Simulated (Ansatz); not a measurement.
A structure relaxed at PBE-D4/def2-SVP in Ansatz, charge 0, doublet:

```xyz
53

Si   -1.2762   -3.5620   -1.8266
Si   -2.7521   -2.3220    1.6897
Si    0.6499   -2.5527    3.2558
Si   -3.3362   -0.1749   -2.2641
In    0.1125   -0.4989   -0.2970
Si   -0.3327    1.3182   -3.9380
Si   -1.5622    3.0168   -0.7292
Si   -0.9990    0.8780    3.2312
Si    2.5595    0.6449    4.4873
Si    1.9995    2.3358    1.0120
Si    1.6089    4.3127   -2.3222
Si   -2.7430   -2.2753   -3.1575
Si   -2.2126   -4.1264    0.2685
Si    0.8966   -2.6187   -1.6768
Si   -0.7630   -1.1254    2.0354
Si    2.7407   -1.5966    3.7777
Si   -1.3303    0.9647   -1.8409
Si    2.6072    0.3427   -0.1217
Si    1.7103    2.4841   -3.8062
Si    0.6179    3.7790   -0.2502
Si    1.1037    1.9445    3.1627
H    -1.0884   -4.8798   -2.5574
H    -3.3241   -2.8807    2.9707
H    -3.8022   -1.4618    1.0359
H     0.8752   -3.8299    2.4830
H    -0.0317   -2.9211    4.5527
H    -4.1345   -0.3730   -1.0019
H    -4.2026    0.5487   -3.2667
H    -0.0920   -0.0143   -4.6061
H    -1.2738    2.1032   -4.8201
H    -2.3625    2.8358    0.5346
H    -2.2386    4.0708   -1.5736
H    -1.3508    0.6509    4.6824
H    -2.0647    1.7450    2.6129
H     1.9914    0.6364    5.8868
H     3.9288    1.2761    4.5460
H     3.2893    3.1052    1.2341
H     0.7567    5.3818   -2.9636
H     2.9909    4.8815   -2.1139
H    -3.9708   -3.1277   -3.3730
H    -2.0870   -2.0683   -4.5000
H    -3.4428   -4.9468   -0.0397
H    -1.2313   -5.0244    0.9812
H     1.8516   -3.5241   -0.9431
H     1.4567   -2.2845   -3.0344
H     3.3916   -2.3944    4.8823
H     3.6424   -1.6753    2.5741
H     3.2958    0.6290   -1.4280
H     3.4941   -0.5256    0.7279
H     2.7933    1.5372   -3.3612
H     2.0912    2.9949   -5.1749
H     0.5438    5.0541    0.5611
H     1.0058    3.3125    3.8019
```

(1) Give its formula.

(2) Summarise the bond lengths by kind (pairs closer than 1.2 times the sum of covalent radii, bridged metal pairs left out).

## Answers

(1) InSi20H32, a doped nanocrystal cut from the lattice of silicon (In on an inner site).

(2) 22 × Si–Si 2.35 to 2.37 Å; 4 × In–Si 2.57 to 2.65 Å; 32 × H–Si 1.50 to 1.52 Å.

In the def2 sets In takes a core potential; there is no spin–orbit coupling. Single mean-field runs in def2-SVP are fitted with def2-universal-jkfit.
